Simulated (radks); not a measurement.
Spherical quantum dot in the effective-mass picture: electrons in a hard-walled sphere of radius 1.49, with a point charge +1 (a donor) at the centre, all in effective atomic units (hartree* = m*/eps^2 hartree, bohr* = eps/m* bohr), one dielectric constant everywhere. Method: non-relativistic Kohn-Sham, exchange-only LDA, spin-polarised, spherical densities; computed with a radial shooting solver with Libxc functionals. Levels are named by radial order and angular momentum (1s, 1p, 1d, 2s, ...), and open shells are averaged over m. Results are scaled to m* = 0.111 and eps = 10.8, for which hartree* = 25.9 meV and bohr* = 5.149 nm. Each electron was tried in the lowest free levels, single moves between levels near the top were tried too, and the lowest total energy was kept; such a search can miss a lower state. At N = 1 the Hartree and exchange-correlation terms need not cancel, so that row can carry a self-interaction error.

N        open shells  2S  E (meV)  addition energy mu(N+1) - mu(N) (meV)  e(HOMO) (meV)
1   1s(up 1, down 0)   1  14.2754                                  33.73         26.544
2               none   0  62.2813                                  90.05         59.551
3   1p(up 1, down 0)   1  200.337                                  22.51         149.10
4   1p(up 2, down 0)   2  360.903                                  23.30         172.15
5   1p(up 3, down 0)   3  544.771                                  31.93         195.63
6   1p(up 3, down 1)   2  760.569                                  21.89         226.53
7   1p(up 3, down 2)   1  998.254                                  22.69         248.95
8               none   0  1258.63                                  93.56         271.85
9   1d(up 1, down 0)   1  1612.57                                  21.72         364.75
10  1d(up 2, down 0)   2  1988.22                                  21.90         386.58
11  1d(up 3, down 0)   3  2385.77                                  22.01         408.54
12  1d(up 4, down 0)   4  2805.34                                  22.08         430.60
13  1d(up 5, down 0)   5  3246.98                                  29.60         452.71
14  1d(up 5, down 1)   4  3718.23                                  21.38         481.89
15  1d(up 5, down 2)   3  4210.85                                  21.57         503.39
16  1d(up 5, down 3)   2  4725.05                                  21.69         525.03
17  1d(up 5, down 4)   1  5260.94                                  21.77         546.77
18              none   0  5818.60                                  64.58         568.57
19  2s(up 1, down 0)   1  6440.84                                  33.75         636.25
20              none   0  7096.83                                  51.38         670.08
21  1f(up 1, down 0)   1  7804.21                                  21.13         717.93
22  1f(up 2, down 0)   2  8532.71                                  21.18         739.08
23  1f(up 3, down 0)   3  9282.39                                  21.21         760.28
24  1f(up 4, down 0)   4  10053.3                                  21.24         781.50
25  1f(up 5, down 0)   5  10845.4                                  21.25         802.75
26  1f(up 6, down 0)   6  11658.8                                  21.27         824.01
27  1f(up 7, down 0)   7  12493.4                                      -         845.28

All shells are closed at N = 2, 8, 18, 20 (there: 1s2 1p6 1d10 2s2); the second difference of the energy has clear peaks (12 % above both neighbours; the first and last values, which can be the largest, are not judged, and half-filled shells can peak too) at N = 2, 5, 8, 13, 18, 20.
